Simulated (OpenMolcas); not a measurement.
What dynamic correlation does to the levels of Be⁺

- Program: OpenMolcas 26.06
- Basis: ANO-RCC-VTZP [4s3p2d1f]
- Scalar Hamiltonian: X2C, point nucleus
- Active space: 1 electron in 4 orbitals (2s 2p)
- State averaging: 2S+1 = 2 even, 1 root; 2S+1 = 2 odd, 3 roots
- Spin-orbit coupling: state interaction with AMFI integrals over the reference wave functions, term energies averaged over their components

Methods on the same reference wave functions:
A. CASSCF
B. SS-CASPT2, IPEA 0.25 Eh, imaginary shift 0.1 Eh (closed shells correlated: 1s)

Energies in cm-1 above 2s 2S 1/2, the measured ground level; measured values from NIST Handbook of Basic Atomic Spectroscopic Data.

```tsv
Level	A	B	Measured
2s 2S 1/2	0.0	0.0	0.0
2p 2P* 1/2	32864	32760	31929
2p 2P* 3/2	32869	32765	31935
```

Deviations, from unrounded energies. A percentage is the sum of absolute deviations over the sum of measured energies, with the sign that they share, or ± where signs differ.

```tsv
Against measurement	Levels	A	B
mean absolute deviation (cm-1)	2	930	830
other configurations (%)	2	+2.9	+2.6
```

B lies closest to measurement on these levels. The largest miss of B in the table is 2p 2P* 1/2, by +830 cm-1. The ranking rests on the paired levels alone, and a cruder setting can come out closer through cancelling errors.

The lowest spin-free term lies below A's lowest term by 0.035 hartree in B.

ANO sets are built for ground and valence states and can reach diffuse excited orbitals poorly. With one active electron the reference holds no correlation, so core polarisation is missing (holds for A). With one active electron, CASPT2 adds the correlation within the correlated inactive shells and between them and that electron, and leaves the splitting within a term as the reference gives it (holds for B). Computed and measured levels are paired by configuration, term and J; levels that our copy of the source lacks, or whose pairing is in doubt (as where it misses far off the trend of its configuration), stay unpaired and out of the deviations. Only configurations of the active space appear.

* marks odd parity.
